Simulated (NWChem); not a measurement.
Species: C₂H₇B; SMILES CBC

Q: Give the equilibrium geometry at B3LYP/6-31G* (spherical d) (NWChem) as a Z-matrix, with the point group.

A: point group C2; any orientation.
```
B
H 1 1.2041
C 1 1.5694 2 117.92
H 3 1.0961 1 115.19 2 -166.74
H 3 1.0975 4 109.35 1 -128.47
H 3 1.1045 4 107.01 5 -113.18
C 1 1.5694 2 117.92 3 -180.00
H 7 1.0961 1 115.19 2 -166.74
H 7 1.0975 8 109.35 1 -128.47
H 7 1.1045 8 107.01 9 -113.18
```
